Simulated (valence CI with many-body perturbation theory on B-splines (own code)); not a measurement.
## Bi¹⁰⁺: calculated level list

Level of theory: configuration interaction combined with many-body perturbation theory (CI+MBPT): five valence electrons over a frozen Dirac-Fock core [Xe] 4f14, a basis of 7 s, 7 p, 8 d, 6 f, 4 g, 1 h functions for each j, with the one-electron correlation potential Σ1 (screened to all orders), the two-electron term Σ2, the three-electron term Σ3, Breit, model QED; selected single and double excitations, second order for the rest, scaled by the run's own slope (own B-spline code, finite nucleus).

No measured levels were compared; by estimate terms of the open shell hold to 2 to 4 % of their energy, and close levels can change places. Among the levels kept, up to 460 cm⁻¹ of a level comes from second order outside the variational space, and about a tenth of that is noise between levels of different J, which matters for small intervals. Only levels of the ground parity were solved; by the run's estimate the other parity begins above the list, which can be wrong where configurations are misplaced.

Levels 1 to 33 of 33, with energies above the lowest level, (5d3/2^4 5d5/2) J=5/2. "Leading %" is the weight of the configuration and term that name the level; weights of strongly mixed levels are sums over their largest components and can fall short, so below about 35 % the name and the second component can differ from the true leading terms, or belong to a minority configuration. In the jj column 3d3/2^4 stands for four electrons in 3d with j = 3/2.

| No. | Configuration | Term | J | E (eV) | Leading % | Second component | Leading jj | g |
| --- | --- | --- | --- | --- | --- | --- | --- | --- |
| 1 | 5d⁵ | ⁶S | 5/2 | 0.000 | 50 | 28 % 5d⁵ ⁴P | 5d3/2^4 5d5/2 (58 %) | 1.701 |
| 2 | 5d⁵ | ²F | 5/2 | 2.718 | 25 | 25 % 5d⁵ ⁶S | 5d3/2^3 5d5/2^2 (48 %) | 1.163 |
| 3 | 5d⁵ | ⁴G | 7/2 | 4.452 | 45 | 20 % 5d⁵ ⁴D | 5d3/2^3 5d5/2^2 (95 %) | 1.141 |
| 4 | 5d⁵ | ⁴D | 3/2 | 4.629 | 45 | 35 % 5d⁵ ⁴P | 5d3/2^3 5d5/2^2 (93 %) | 1.272 |
| 5 | 5d⁵ | ⁴G | 11/2 | 4.828 | 53 | 31 % 5d⁵ ²H | 5d3/2^3 5d5/2^2 (90 %) | 1.160 |
| 6 | 5d⁵ | ⁴G | 9/2 | 5.237 | 56 | 17 % 5d⁵ ⁴F | 5d3/2^3 5d5/2^2 (80 %) | 1.160 |
| 7 | 5d⁵ | ⁴D | 5/2 | 5.327 | 37 | 28 % 5d⁵ ⁴G | 5d3/2^3 5d5/2^2 (64 %) | 1.123 |
| 8 | 5d⁵ | ⁴P | 1/2 | 5.684 | 54 | 28 % 5d⁵ ⁴D | 5d3/2^3 5d5/2^2 (71 %) | 1.770 |
| 9 | 5d⁵ | ²F | 7/2 | 6.488 | 26 | 24 % 5d⁵ ⁴F | 5d3/2^3 5d5/2^2 (77 %) | 1.144 |
| 10 | 5d⁵ | ²D | 5/2 | 7.015 | 38 | 16 % 5d⁵ ⁴P | 5d3/2^2 5d5/2^3 (54 %) | 1.224 |
| 11 | 5d⁵ | ⁴D | 7/2 | 7.699 | 43 | 25 % 5d⁵ ⁴G | 5d3/2^2 5d5/2^3 (82 %) | 1.202 |
| 12 | 5d⁵ | ²D | 3/2 | 7.923 | 50 | 24 % 5d⁵ ⁴F | 5d3/2^3 5d5/2^2 (56 %) | 0.812 |
| 13 | 5d⁵ | ²I | 11/2 | 7.934 | 59 | 35 % 5d⁵ ⁴G | 5d3/2^2 5d5/2^3 (92 %) | 1.056 |
| 14 | 5d⁵ | ²G | 9/2 | 8.296 | 44 | 38 % 5d⁵ ⁴G | 5d3/2^2 5d5/2^3 (80 %) | 1.150 |
| 15 | 5d⁵ | ⁴D | 1/2 | 8.310 | 69 | 20 % 5d⁵ ⁴P | 5d3/2^2 5d5/2^3 (90 %) | 0.729 |
| 16 | 5d⁵ | ⁴P | 3/2 | 8.725 | 51 | 34 % 5d⁵ ⁴F | 5d3/2^2 5d5/2^3 (90 %) | 1.188 |
| 17 | 5d⁵ | ²I | 13/2 | 8.798 | 99 |  | 5d3/2^2 5d5/2^3 (99 %) | 1.076 |
| 18 | 5d⁵ | ²F | 5/2 | 9.053 | 40 | 20 % 5d⁵ ⁴D | 5d3/2^2 5d5/2^3 (84 %) | 1.010 |
| 19 | 5d⁵ | ²H | 9/2 | 10.016 | 51 | 47 % 5d⁵ ⁴F | 5d3/2^2 5d5/2^3 (98 %) | 1.111 |
| 20 | 5d⁵ | ²G | 7/2 | 10.236 | 60 | 33 % 5d⁵ ²F | 5d3/2^2 5d5/2^3 (97 %) | 0.995 |
| 21 | 5d⁵ | ⁴F | 5/2 | 10.382 | 54 | 21 % 5d⁵ ²F | 5d3/2^2 5d5/2^3 (89 %) | 1.034 |
| 22 | 5d⁵ | ²D | 3/2 | 10.969 | 82 | 12 % 5d⁵ ⁴F | 5d3/2^2 5d5/2^3 (57 %) | 0.803 |
| 23 | 5d⁵ | ²F | 7/2 | 11.380 | 49 | 35 % 5d⁵ ²G | 5d3/2^2 5d5/2^3 (80 %) | 1.066 |
| 24 | 5d⁵ | ²S | 1/2 | 11.412 | 56 | 23 % 5d⁵ ⁴P | 5d3/2^2 5d5/2^3 (55 %) | 1.880 |
| 25 | 5d⁵ | ⁴P | 5/2 | 11.587 | 34 | 30 % 5d⁵ ²F | 5d3/2 5d5/2^4 (79 %) | 1.220 |
| 26 | 5d⁵ | ²G | 9/2 | 12.416 | 58 | 23 % 5d⁵ ²H | 5d3/2^2 5d5/2^3 (72 %) | 1.102 |
| 27 | 5d⁵ | ⁴F | 7/2 | 12.774 | 36 | 31 % 5d⁵ ²F | 5d3/2 5d5/2^4 (94 %) | 1.195 |
| 28 | 5d⁵ | ²H | 11/2 | 13.231 | 63 | 25 % 5d⁵ ²I | 5d3/2 5d5/2^4 (96 %) | 1.069 |
| 29 | 5d⁵ | ²D | 3/2 | 13.471 | 57 | 20 % 5d⁵ ⁴D | 5d3/2 5d5/2^4 (78 %) | 0.881 |
| 30 | 5d⁵ | ²D | 5/2 | 14.339 | 66 | 23 % 5d⁵ ²F | 5d3/2 5d5/2^4 (69 %) | 1.131 |
| 31 | 5d⁵ | ²G | 9/2 | 14.576 | 80 | 8 % 5d⁵ ²H | 5d3/2 5d5/2^4 (69 %) | 1.111 |
| 32 | 5d⁵ | ²P | 3/2 | 15.096 | 79 | 17 % 5d⁵ ²D | 5d3/2^2 5d5/2^3 (85 %) | 1.222 |
| 33 | 5d⁵ | ²D | 5/2 | 15.096 | 57 | 26 % 5d⁵ ²F | 5d3/2^2 5d5/2^3 (45 %) | 1.102 |

The ionisation energy to 5d⁴ ³P0 of the next ion comes out as 183.95 eV (NIST: 183 ± 2.4 eV (theoretical)). All 33 levels together are meant to be complete up to 15.141 eV.
